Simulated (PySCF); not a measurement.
# Adding and removing an electron: KPb

PBE0; PySCF, scalar-relativistic core potentials, basis sets K def2-SVP, Pb def2-SVP with ECP60. Neutral (UKS): quartet (σ ↑, π ↑↑), Re = 3.326 Å, ωe = 122 cm⁻¹, De = 1.19 eV, HOMO -3.57 eV, LUMO -1.62 eV.

KPb⁺ (UKS): triplet (σ ↑, π ↑), Re = 3.965 Å, ωe = 62.4 cm⁻¹. The energies at the minima are -792.53846 hartree for KPb and -792.34815 for KPb⁺.

**Question.** Work out the adiabatic ionisation energy, without and with harmonic zero-point energies (1 hartree = 27.2114 eV, 1 eV = 8065.5 cm⁻¹), and the change of the bond length.

**Answer.** At PBE0: 0.19031 hartree = 5.179 eV between the minima; the zero-point term (62.4 − 122.0)/2 cm⁻¹ = -0.004 eV makes it 5.175 eV. Re changes by +63.9 pm against the neutral. The electron leaves a π orbital, and the ion is left as a loose complex of an ion and an atom.

Spin–orbit coupling is left out, which matters for elements this heavy, above all for dissociation energies. States were picked by a PBE0 search and need not be the measured ground states.
